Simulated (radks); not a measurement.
Values are calculated unless marked as measured or tabulated.
Species: neutral samarium. Configuration: [Xe] 4f6 6s2.

Code: a radial shooting solver on a logarithmic mesh with Libxc functionals. Model: Dirac Kohn-Sham, exchange-only PBE, spin-unpolarised, spherical densities, finite nucleus; open shells fill j = l - 1/2 first; Fermi nuclear charge, rms radius 5.0819 fm.

Energy parts (eV):
| part | energy |
|---|---|
| total | -283826.54 |
| kinetic | 307807.12 |
| electron-nucleus | -695603.02 |
| Hartree | 110306.07 |
| exchange | -6336.71 |

Orbitals (lengths in bohr, moments of r in powers of bohr):
orbital  occ.  eigenvalue (eV)      <r^2>      <r>
1s1/2       2        -46626.25  0.0007049  0.02274
2s1/2       2        -7614.575    0.01105  0.09649
2p1/2       2        -7218.030   0.008048  0.08073
2p3/2       4        -6615.128   0.009291  0.08735
3s1/2       2        -1666.956    0.07418   0.2546
3p1/2       2        -1496.209    0.06935   0.2442
3p3/2       4        -1374.146    0.07656   0.2569
3d3/2       4        -1077.860    0.06158   0.2286
3d5/2       6        -1051.345    0.06360   0.2326
4s1/2       2        -330.0944     0.3789   0.5792
4p1/2       2        -264.6340     0.4008   0.5934
4p3/2       4        -237.8338     0.4407   0.6224
4d3/2       4        -130.1076     0.5137   0.6651
4d5/2       6        -125.3223     0.5297   0.6755
5s1/2       2         -42.1091      2.248    1.413
5p1/2       2         -24.6555      2.917    1.600
5p3/2       4         -21.1498      3.297    1.700
6s1/2       2          -2.9984      22.65    4.440
4f5/2       6          -1.5648      1.510    1.024
4f7/2       0          -1.0315      1.629    1.052

The highest occupied level is 4f5/2 at -1.565 eV. Summed over all electrons, <r^2> = 87.73 bohr^2, which gives a Langevin (diamagnetic) susceptibility term of -69.5 x 10^-6 cm^3/mol.
